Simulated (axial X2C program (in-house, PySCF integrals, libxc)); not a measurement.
## Correcting the dissociation energy of GaI for spin–orbit coupling

A spin-free CCSD(T) curve (one-electron X2C) was computed with an in-house relativistic program for diatomic molecules, basis I dyall-cv3z [11s12p8d4f1g], Ga dyall-cv3z [9s9p7d4f1g] (cores contracted in-house), for the state M_S = 0, Λ = 0 (closed shell). It gives D0 = 3.617 eV to I + Ga, which in a spin-free picture are the weighted means of the ground terms.

Correlated methods: 10 electrons correlated (number of frozen shells: I 4 s, 3 p, 2 d; Ga 3 s, 2 p, 1 d), 308 virtual spin orbitals or spinors in MP2, 90 natural virtuals in coupled cluster.

Measured levels of the ground terms (NIST Handbook of Basic Atomic Spectroscopic Data), in cm⁻¹: I 2P: J = 3/2 at 0, J = 1/2 at 7603.1; Ga 2P: J = 1/2 at 0, J = 3/2 at 826.2.

The molecular state has Λ = 0, so it has no first-order lowering.

Question: How far does each ground level lie under the (2J+1)-weighted mean of its term?

Answer: I: (4 × 0 + 2 × 7603.1)/6 = 2534 cm⁻¹; Ga: (2 × 0 + 4 × 826.2)/6 = 551 cm⁻¹.

Question: Correct D0.

Answer: D0 = 3.617 + (0 − 3085)/8065.5 = 3.235 eV at CCSD(T) with these spin–orbit terms. The direct two-component run gives 3.285 eV; the difference holds second-order terms in the molecule, scalar two-electron terms, the gap between measured and computed atomic splittings (a 2c atom can miss part of its lowering) and, in coupled cluster, the truncation of each run.

Second-order spin–orbit effects in the molecule, which grow quickly with Z, are left out. One determinant describes the state; a PBE0 search over occupations chose it and may have missed a lower one. Dissociation energies refer to the lowest single-determinant-based atoms at the same level and basis. CCSD and (T) use frozen natural virtuals with an MP2 correction for the truncation; (T) itself is uncorrected, so its De runs slightly low. With the outer-core shells frozen, correlated bond lengths of heavy atoms tend to come out a few hundredths of an ångström too long.
